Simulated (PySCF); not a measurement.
## Unknowns

Theory: shieldings: GIAO PBE0/pcSseg-1, GFN2-xTB geometry, in PySCF 2.14.0 with density-fitted response routines (a single conformation, averaged over atoms made equivalent by symmetry, fast rotation or ring inversion, relativity neglected, no solvent model).

δ = σ(ref) − σ, references computed at the same level: $^{1}$H, $^{13}$C vs TMS. Where no couplings were computed, multiplicities follow the n + 1 count of equivalent neighbours, and m marks all less simple cases (inequivalent or close neighbours, rings, F or P nearby). Shifts are as computed. Against solution values, carbons near 30 ppm lie about +3 ppm off and those near 130 ppm about +5 ppm. Of 1211 compounds with measured shifts, 218 miss one by over three times the rms of a fit or turn the order of signals round; such compounds aren't used in these exercises.

Task: C6H10OSi2. $^{1}$H NMR (500 MHz, computed): δ 5.25 (m, 1H), 5.05 (m, 1H), 4.73 (m, 1H), 4.34 (m, 1H), 4.26 (m, 1H), 2.15 (d, 1H), 1.42 (m, 1H), 0.33 (m, 3H). $^{13}$C{$^{1}$H} NMR (computed): δ 239.3 (C), 85.3 (CH), 84.7 (C), 59.3 (CH), 3.0 (CH), -7.6 (CH3). What is it?

Result: SMILES C(#C)[C@@H]1C(=O)[SiH2][C@@H]1[SiH2]C. The formula gives 4 degrees of unsaturation (1 ring in the answer). 6 carbon signals for 6 carbons: no two carbons are equivalent. Carbon types of the structure: 2 × C, 3 × CH, 1 × CH3, leaving 4 H on heteroatoms. δC 239.3: carbonyl carbon. δC 85.3: terminal alkyne carbon; sp carbons lie upfield of alkene carbons because the cylindrical π system leaves one tensor component strongly shielded. δC 84.7: alkyne carbon; sp carbons lie upfield of alkene carbons because the cylindrical π system leaves one tensor component strongly shielded. δC 3.0: sp3 CH bonded to 2 Si; an electropositive neighbour leaves it electron-rich and shielded.

The data come from this structure; uniqueness wasn't tested.

Task: C10H16. $^{1}$H NMR (300 MHz, computed): δ 6.12 (m, 1H), 5.60 (t, 1H), 5.40 (m, 1H), 5.23 (m, 1H), 5.12 (br s, 1H), 4.85 (br s, 1H), 2.98 (d, 2H), 2.18 (m, 2H), 2.04 (s, 3H), 1.01 (t, 3H). $^{13}$C{$^{1}$H} NMR (computed): δ 158.8 (C), 153.7 (CH), 150.6 (C), 136.6 (CH), 121.3 (CH2), 116.7 (CH2), 49.9 (CH2), 28.2 (CH3), 28.2 (CH2), 17.9 (CH3). Identify the compound.

Result: `C=CC/C(=C/CC)C(=C)C`. Rings plus π bonds: 3 (no ring in the answer). 10 carbon signals for 10 carbons: no two carbons are equivalent. Carbon types of the structure: 2 × C, 2 × CH, 4 × CH2, 2 × CH3, which accounts for all hydrogens. δC 158.8, 150.6: fully substituted alkene carbon; an sp2 carbon of a C=C bond. δC 153.7, 136.6: alkene CH; the olefinic region. δC 121.3, 116.7: terminal =CH2 carbon; as expected for a trigonal carbon in a double bond. δH 5.40, 5.23, 5.12, 4.85: hydrogen on a terminal =CH2 carbon; olefinic region.

This is the structure that produced the data.
